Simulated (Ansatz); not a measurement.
Frontier orbitals of C3H5NSi (`C1=C[SiH2]C=N1`).

Cartesian coordinates in Å:
```
C 0.601 0.553 -1.137
C 1.205 -0.125 -0.153
Si -0.132 -0.581 1.041
C -1.384 0.292 -0.080
N -0.807 0.787 -1.109
H 1.108 0.966 -2.004
H 2.270 -0.313 -0.156
H -0.017 0.032 2.391
H -0.385 -2.039 1.189
H -2.460 0.427 0.018
```

Charge 0, multiplicity 1. The structure was optimised at the PBE0-D4/def2-TZVP level. Basis def2-TZVPP, Ansatz 0.2.0.

```json
{"functional": "LDA (SPW92)", "HOMO (eV)": "-5.96", "LUMO (eV)": "-3.21", "gap (eV)": "2.75"}
{"functional": "PBE", "HOMO (eV)": "-5.85", "LUMO (eV)": "-3.00", "gap (eV)": "2.85"}
{"functional": "revPBE", "HOMO (eV)": "-5.81", "LUMO (eV)": "-2.91", "gap (eV)": "2.90"}
{"functional": "r2SCAN", "HOMO (eV)": "-6.13", "LUMO (eV)": "-2.87", "gap (eV)": "3.26"}
{"functional": "PBE0", "HOMO (eV)": "-7.28", "LUMO (eV)": "-2.03", "gap (eV)": "5.25"}
{"functional": "r2SCANh", "HOMO (eV)": "-6.67", "LUMO (eV)": "-2.51", "gap (eV)": "4.16"}
{"functional": "r2SCAN0", "HOMO (eV)": "-7.47", "LUMO (eV)": "-1.97", "gap (eV)": "5.50"}
{"functional": "HSE06 (plane-wave form)", "HOMO (eV)": "-6.88", "LUMO (eV)": "-2.41", "gap (eV)": "4.47"}
{"functional": "BHLYP", "HOMO (eV)": "-8.30", "LUMO (eV)": "-0.90", "gap (eV)": "7.40"}
{"functional": "ωB97M-V", "HOMO (eV)": "-9.59", "LUMO (eV)": "0.12", "gap (eV)": "9.71"}
```

A quarter of exact exchange (PBE0) shifts PBE's HOMO by −1.43 eV and its LUMO by +0.97 eV; full exchange at long range (ωB97M-V) shifts them by −3.74 and +3.12 eV. The gap opens from 2.86 to 9.72 eV, since occupied levels lose self-interaction and empty ones feel all the electrons. A positive LUMO is unbound and depends on the basis.
